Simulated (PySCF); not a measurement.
Isomers of C6H12FOP, mass 150.061 u with the commonest isotopes. Level of theory: PBE0/pcSseg-1 in PySCF (dipole) on a GFN2-xTB geometry, gas phase. One conformer each, none proved a minimum here; rigid rotors.

Problem. Order these by radius of gyration √(Σ m r²/M), largest first.
A. `[CH3:1][O:2][CH2:3][CH2:4][P:5]1[CH2:6][CH:7]([F:8])[CH2:9]1` with C1–O2–C3–C4 173°, O2–C3–C4–P5 -33°, C3–C4–P5–C6 175°, C4–P5–C6–C7 -85°, P5–C6–C7–F8 -136°, C6–C7–C9–P5 16°, C4–P5–C9–C7 82°
B. `[CH3:1][O:2][CH2:3]/[P:4]=[C:5](\[F:6])[CH:7]([CH3:8])[CH3:9]` with C1–O2–C3–P4 -69°, O2–C3–P4–C5 -178°, P4–C5–C7–C8 121°
C. `[CH3:1][C@@H:2]1[CH2:3][C@H:4]([F:5])[C@H:6]([CH3:7])[P@H:8]1=[O:9]` with C1–C2–C3–C4 -97°, C2–C3–C4–F5 71°, C3–C4–C6–C7 168°, C4–C6–P8–O9 -152°

Solution. B (2.483 Å), A (2.331 Å), C (1.969 Å).

Problem. Order these by rotational constant C, largest first.
A. `[CH3:1][C@@H:2]1[CH2:3][C@H:4]([F:5])[C@H:6]([CH3:7])[P@H:8]1=[O:9]` with C1–C2–C3–C4 -97°, C2–C3–C4–F5 71°, C3–C4–C6–C7 168°, C4–C6–P8–O9 -152°
B. `[CH3:1][O:2][CH2:3][CH2:4][P:5]1[CH2:6][CH:7]([F:8])[CH2:9]1` with C1–O2–C3–C4 173°, O2–C3–C4–P5 -33°, C3–C4–P5–C6 175°, C4–P5–C6–C7 -85°, P5–C6–C7–F8 -136°, C6–C7–C9–P5 16°, C4–P5–C9–C7 82°
C. `[CH3:1][O:2][CH2:3]/[P:4]=[C:5](\[F:6])[CH:7]([CH3:8])[CH3:9]` with C1–O2–C3–P4 -69°, O2–C3–P4–C5 -178°, P4–C5–C7–C8 121°

Solution. A (972.8 MHz), B (660.7 MHz), C (589.6 MHz).

Problem. Order these by out-of-plane moment Σ m c² = (Ia + Ib − Ic)/2, smallest first.
A. `[CH3:1][O:2][CH2:3][CH2:4][P:5]1[CH2:6][CH:7]([F:8])[CH2:9]1` with C1–O2–C3–C4 173°, O2–C3–C4–P5 -33°, C3–C4–P5–C6 175°, C4–P5–C6–C7 -85°, P5–C6–C7–F8 -136°, C6–C7–C9–P5 16°, C4–P5–C9–C7 82°
B. `[CH3:1][O:2][CH2:3]/[P:4]=[C:5](\[F:6])[CH:7]([CH3:8])[CH3:9]` with C1–O2–C3–P4 -69°, O2–C3–P4–C5 -178°, P4–C5–C7–C8 121°
C. `[CH3:1][C@@H:2]1[CH2:3][C@H:4]([F:5])[C@H:6]([CH3:7])[P@H:8]1=[O:9]` with C1–C2–C3–C4 -97°, C2–C3–C4–F5 71°, C3–C4–C6–C7 168°, C4–C6–P8–O9 -152°

Solution. A (50.81 u·Å²), C (62.25 u·Å²), B (67.92 u·Å²).

```tsv
SMILES	point group	Ia (u·Å²)	Ib (u·Å²)	Ic (u·Å²)	κ	μa (D)	μb (D)	μc (D)
COCCP1CC(F)C1	C1	164.20	702.28	764.87	-0.95	3.27	0.92	1.39
COC/P=C(\F)C(C)C	C1	151.51	841.45	857.11	-0.99	1.32	0.75	1.01
C[C@@H]1C[C@H](F)[C@H](C)[P@H]1=O	C1	315.27	328.75	519.52	0.79	0.85	3.33	1.00
```
